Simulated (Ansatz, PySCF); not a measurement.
HBrF$_{2}$GeO (SMILES [OH][Ge]([F])([F])[Br]), singlet, geometry from GFN2-xTB. Base run: PySCF with CASSCF(4,4)/STO-3G.

Here is a job for PySCF.
```python
from pyscf import gto, scf, mcscf
import numpy

mol = gto.Mole()
mol.atom = '''
    O     1.99255637   -0.05476026   -0.31499589
    Ge    0.38660635   -0.49690008    0.01715338
    F     0.32630894   -1.32569157    1.52939722
    F    -0.09653501   -1.74450120   -1.07256145
    Br   -0.94428945    1.27721840   -0.05212392
    H     2.67031119   -0.73202427   -0.31612574
'''
mol.basis = 'sto-3g'
mol.verbose = 3
mol.build()

mf = scf.RHF(mol)
mf.kernel()
mc = mcscf.CASSCF(mf, 4, 4)
mc.fix_spin_(ss=0.0)
mc.kernel()
occ = numpy.linalg.eigvalsh(mc.fcisolver.make_rdm1(mc.ci, mc.ncas, mc.nelecas))[::-1]
ss = mc.fcisolver.spin_square(mc.ci, mc.ncas, mc.nelecas)[0]
print('natural occupations', occ.round(4), ' <S^2>', round(ss, 4))
```

Programs used: Ansatz (a program for electronic structure), PySCF; a row that names a program was run with it.

Each row names what was changed in the base input (with any setting that the change needs).

```
change                                                ΔE vs base (kcal/mol)       natural occupations  <S^2> of the state        outcome
----------------------------------------------------  ---------------------  ------------------------  ------------------  -------------
base                                                                  0.000       1.97 1.96 0.04 0.02                0.00      converged
active space = 6 electrons, 5 orbitals                                -2.07  2.00 1.97 1.96 0.04 0.03                0.00      converged
solver = newton                                                           -                         -                   -  not converged
code = ansatz                                                         0.006                         -                   -      converged
code = ansatz; correction = SC-NEVPT2, all electrons                 -45.90                         -                   -      converged
orbitals = fixed (CASCI); correction = SC-NEVPT2                     -39.53       2.00 2.00 0.00 0.00                0.00      converged
fix_spin_ = off                                                       0.000       1.97 1.96 0.04 0.02                0.00      converged
orbitals = fixed (CASCI)                                              22.62       2.00 2.00 0.00 0.00                0.00      converged
active space = 8 electrons, 7 orbitals                                    -                         -                   -  not converged
conv_tol = 1e-5                                                       0.000       1.97 1.96 0.04 0.02                0.00      converged
state_average = 2 states                                              18.25                         -                   -      converged
```

Active orbitals are taken around the Fermi level unless the row says otherwise; CASSCF can end in different local minima, and two programs can end on different orbitals. State-averaged rows give the lowest state.
